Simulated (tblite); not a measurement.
C7H14 (charge +1 and doublet state).
Geometry (GFN2-xTB, Å), atoms numbered from 1 in this order:
```
atom  x, y, z in Å
C1    -2.126   -1.500   -0.306
C2    -1.763   -0.255   -0.652
C3    -0.974    0.666    0.203
C4    -0.748    2.030   -0.413
C5     0.275    0.054    0.840
C6     1.337   -0.280   -0.244
C7     2.527   -0.954    0.388
H8    -1.959   -1.903    0.681
H9    -2.615   -2.157   -1.007
H10   -2.076    0.140   -1.612
H11   -1.630    0.821    1.087
H12   -0.149    1.945   -1.321
H13   -1.691    2.492   -0.702
H14   -0.225    2.692    0.273
H15    0.711    0.752    1.554
H16    0.034   -0.874    1.361
H17    1.638    0.660   -0.712
H18    0.877   -0.926   -0.994
H19    2.277   -1.929    0.800
H20    3.287   -1.121   -0.383
H21    2.984   -0.336    1.158
```

Level: GFN2-xTB in tblite, geometry and Hessian alike; calculated harmonic values, unscaled, isolated species. The method is semi-empirical: single wavenumbers can be off by several per cent or more. One conformer, not necessarily the lowest. Open shells enter through the occupations alone, without spin polarisation, and single modes of such species can be off by tens of per cent.

Harmonic wavenumbers (cm⁻¹): 48.8, 76.8, 109.7, 173.2, 189.7, 217.5, 249.8, 314.0, 356.1, 405.0, 478.5, 615.5, 757.7, 769.3, 813.7, 866.8, 888.5, 906.5, 923.8, 949.4, 967.2, 989.4, 1032.5, 1040.6, 1064.7, 1071.2, 1090.0, 1165.5, 1212.5, 1237.9, 1256.9, 1262.5, 1280.2, 1331.3, 1354.1, 1366.8, 1387.9, 1420.2, 1439.3, 1440.9, 1451.6, 1456.5, 1548.3, 2716.4, 2940.1, 2965.4, 2980.7, 2983.9, 2995.9, 3011.9, 3030.0, 3031.9, 3038.4, 3045.8, 3055.4, 3091.0, 3124.4.

A = 3306, B = 1715, C = 1290 MHz; mass 98.110 u (most abundant isotopes); point group C1, symmetry number 1; spin multiplicity 2.

**Question.** What is the zero-point energy?

**Answer.** ½Σν̃ = 40495 cm⁻¹ = 484.42 kJ/mol.

**Question.** Entropy at 500 K, 1 bar (ideal gas, RRHO, classical rotation)?

**Answer.** Translation 176.80, rotation 124.34, vibration 198.71, spin (R ln 2) 5.76: S = 505.6 J/(mol K).

**Question.** And Cp and H(500 K) − H(0)?

**Answer.** Cp = 241.68 J/(mol K), of which vibrations give 208.42 (their classical limit is 57 R = 473.9); H(500 K) − H(0) = 68.41 kJ/mol without the zero-point energy, 51.78 from vibrations.

**Question.** How do the functions run with temperature in this model?

**Answer.** 
```csv
T (K),S (J/(mol K)),Cp (J/(mol K)),H − H(0) (kJ/mol),G − H(0) (kJ/mol),ln q(vib)
150,321.3,95.6,9.66,-38.53,2.80
250,378.7,133.9,21.06,-73.61,5.28
298.15,404.1,155.3,28.01,-92.46,6.45
400,456.2,201.4,46.20,-136.29,8.96
600,552.7,275.5,94.32,-237.33,13.93
900,679.4,348.4,188.76,-422.70,21.22
```

q(vib) and H(0) count from the zero-point level.

**Question.** What must be added to the electronic energy to get the Gibbs energy at 500 K and 1 bar?

**Answer.** ZPE + [H(500 K) − H(0)] − T·S = 484.42 + 68.41 − 252.80 = 300.03 kJ/mol.

**Question.** Blend soft modes into free rotors: weight 1/[1 + (100 cm⁻¹/ν̃)⁴] for the oscillator and the rest for a rotor with moment μB/(μ + B), μ = h/(8π²ν), B = 10⁻⁴⁴ kg m². What vibrational entropy results?

**Answer.** 185.14 J/(mol K) in place of 198.71, which changes −T·S at 500 K by +6.78 kJ/mol.

Hindered rotation and anharmonicity are outside this model. Other conformers, if any are populated, would add a mixing term that is left out. The structure is chiral; the term R ln 2 for an equal mix with its mirror image is left out.
